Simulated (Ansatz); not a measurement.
C3H5BO, SMILES `BC1OC1=C`, relaxed with RKS PBE0-D4/def2-TZVP in the Gaussian-basis code of Ansatz from a PBE-D4/def2-SVP geometry. The force threshold is 0.005 eV/Å; the program also tests the step.

Charge 0, multiplicity 1.

Start:

```xyz
10

B     1.410    0.453    0.892
C     0.095   -0.341    0.960
O    -1.200    0.450    0.918
C    -0.751   -0.080   -0.220
C    -1.038   -0.184   -1.520
H     2.463   -0.156    0.857
H     1.381    1.661    0.792
H    -0.035   -1.332    1.432
H    -1.966    0.251   -1.918
H    -0.358   -0.721   -2.193
```

```csv
step,energy (eV),largest force (eV/Å),largest move (Å)
1,-5908.1856,0.601,0.000
2,-5908.2360,0.283,0.027
3,-5908.2412,0.112,0.022
4,-5908.2417,0.048,0.012
5,-5908.2419,0.029,0.004
6,-5908.2421,0.008,0.006
7,-5908.2421,0.009,0.004
8,-5908.2421,0.008,0.004
9,-5908.2421,0.004,0.002
```

End:

```xyz
10

B     1.413    0.455    0.897
C     0.101   -0.333    0.925
O    -1.177    0.445    0.896
C    -0.744   -0.089   -0.236
C    -1.048   -0.191   -1.511
H     2.447   -0.145    0.891
H     1.387    1.644    0.816
H    -0.027   -1.303    1.397
H    -1.961    0.245   -1.897
H    -0.391   -0.728   -2.179
```

It took 34 s on 2 threads of an Arm Neoverse V2 on a shared host, with 0.4 GiB of host memory at the peak.
